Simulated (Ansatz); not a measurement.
Z-matrix (Å, degrees):
```
C
N 1 1.449
H 1 1.091 2 109.0
H 1 1.097 2 114.3 3 121.9
H 1 1.092 2 109.5 3 -117.5
C 2 1.425 1 116.0 3 176.1
H 2 1.016 1 112.5 3 -55.9
F 6 1.396 2 104.1 1 170.7
O 6 1.391 2 116.0 1 53.1
Ga 6 2.021 2 113.4 1 -71.5
H 9 0.969 6 109.2 2 55.3
H 10 1.569 6 120.4 2 38.7
H 10 1.565 6 117.7 2 -139.4
```

Total charge 0; spin multiplicity 1.

List the PBE0/def2-TZVPP orbital energies in eV (Ansatz). (An estimate is asked.)

Ansatz gave: Occupied: -10147.15, -1253.04, -1109.23, -1109.10, -1109.10, -673.62, -523.18, -391.49, -281.89, -278.85, -151.28, -104.33, -103.98, -103.98, -33.62, -29.28, -25.58, -23.41, -23.25, -23.25, -23.09, -23.07, -19.67, -17.88, -15.31, -15.03, -13.97, -12.99, -12.18, -11.93, -11.25, -11.07, -10.53, -9.41, -8.58, -8.05, -6.90. Lowest empty: -1.53, 0.83, 1.11, 1.63, 1.94, 2.34, 2.91, 3.37.
